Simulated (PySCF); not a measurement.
**Silicon: a sound run and one with changed settings**

Sound run: Si²⁺ [Ne] 3s2, Si³⁺ [Ne] 3s1. All numbers are calculated (PySCF 2.14, scalar relativity by spin-free X2C-1e, in jorge-DZP-DKH (7s4p1d, 24 functions)). In the sound run the correlated levels freeze [Ne]. The sound run starts from symmetry-adapted Hartree-Fock orbitals and uses a fine grid where one is needed.

Changed run: basis STO-3G, all-electron and non-relativistic. This setting is unsound on purpose.

```csv
species,method,sound run (hartree),changed run (hartree),converged
Si²⁺,UHF,-288.58955,-284.79851,yes
Si²⁺,M06-L,-289.06583,-285.19439,yes
Si²⁺,B3LYP,-289.09840,-285.21461,yes
Si²⁺,MP2,-288.61828,-284.82189,yes
Si²⁺,CCSD(T),-288.63274,-284.83875,yes
Si³⁺,UHF,-287.41288,-283.61636,yes
Si³⁺,M06-L,-287.84005,-283.96242,yes
Si³⁺,B3LYP,-287.86231,-283.97562,yes
```

Ionisation energy of Si²⁺:

| method | sound run (eV) | changed run (eV) |
| --- | --- | --- |
| UHF | 32.019 | 32.168 |
| M06-L | 33.355 | 33.524 |
| B3LYP | 33.636 | 33.715 |
| MP2 | 32.801 | 32.804 |
| SCS-MP2 | 32.957 | 32.931 |
| CCSD | 33.194 | 33.263 |
| CCSD(T) | 33.194 | 33.263 |
| CCSDT | 33.194 | 33.263 |
| FCI | 33.194 | 33.263 |

A minimal basis cannot let orbitals breathe on ionisation and holds almost no correlation. The Hamiltonian changed with the basis, so the totals do not compare.

For comparison, NIST gives 33.493 eV between the lowest levels.
